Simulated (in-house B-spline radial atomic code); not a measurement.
Configurations of Ho⁶⁺, with energies counted from [Kr] 4d10 (4f5/2)6 (4f7/2)3 5s2 (5p1/2)2 (5p3/2)2. Method: Dirac-Hartree-Fock, average of each configuration as written, Fermi nucleus of rms radius 5.2022 fm. Calculated with a B-spline radial code for spherical atoms. Energies include first-order Breit, QED and recoil terms.

Occupations are held fixed; configurations that lie above the ionisation limit could autoionise.

```tsv
configuration	E - E(ref) (eV)	highest orbital	its <r> (bohr)
[Kr] 4d10 (4f5/2)4 (4f7/2)5 5s2 (5p1/2)2 (5p3/2)2	4.5652	4f7/2	0.7153
[Kr] 4d10 (4f5/2)5 (4f7/2)4 5s2 (5p3/2)4	16.989	4f7/2	0.7173
[Kr] 4d10 (4f7/2)8 5s2 (5p3/2)4 (8f5/2)1	101.48	8f5/2	9.881
[Kr] (4d3/2)4 (4d5/2)5 (4f5/2)2 (4f7/2)8 5s2 (5p1/2)2 (5p3/2)2	173.45	4f7/2	0.711
[Kr] (4d3/2)3 (4d5/2)6 (4f5/2)5 (4f7/2)4 5s2 (5p1/2)1 (5p3/2)3 6s1	223.77	6s1/2	2.443
[Kr] (4d3/2)3 (4d5/2)6 (4f5/2)4 (4f7/2)5 5s2 (5p1/2)2 (5p3/2)2 7s1	241.98	7s1/2	4.136
[Kr] (4d3/2)3 (4d5/2)6 (4f5/2)5 (4f7/2)4 5s2 (5p3/2)4 (7p1/2)1	261.01	7p1/2	4.483
```

(1) Order these further configurations by energy, lowest first.
A. [Kr] 4d10 (4f5/2)5 (4f7/2)4 5s2 (5p1/2)2 (5p3/2)1 (5g9/2)1
B. [Kr] 4d10 (4f5/2)3 (4f7/2)6 5s2 (5p1/2)2 (5p3/2)2
C. [Kr] 4d10 (4f5/2)2 (4f7/2)6 5s2 (5p1/2)1 (5p3/2)4
D. [Kr] 4d10 (4f7/2)8 5s2 (5p3/2)4 7s1
E. [Kr] 4d10 (4f7/2)8 5s2 (5p3/2)4 (5d3/2)1

(2) How far above the reference does [Kr] 4d10 (4f5/2)4 (4f7/2)5 5s2 (5p1/2)2 (5p3/2)1 (8g9/2)1 lie?

(3) How far above the reference does [Kr] 4d10 (4f5/2)3 (4f7/2)6 5s2 (5p3/2)3 (5d3/2)1 lie?

(4) How far above the reference does [Kr] 4d10 (4f5/2)2 (4f7/2)7 5s2 (5p3/2)4 lie?

## Answers

(1) C (2.3345 eV), B (5.417 eV), E (43.139 eV), D (79.701 eV), A (81.612 eV).

(2) 99.87 eV; its least bound orbital is 8g9/2 with <r> = 12.09 bohr.

(3) 53.795 eV; its least bound orbital is 5d3/2 with <r> = 1.706 bohr.

(4) 17.813 eV; its least bound orbital is 4f5/2 with <r> = 0.7059 bohr.
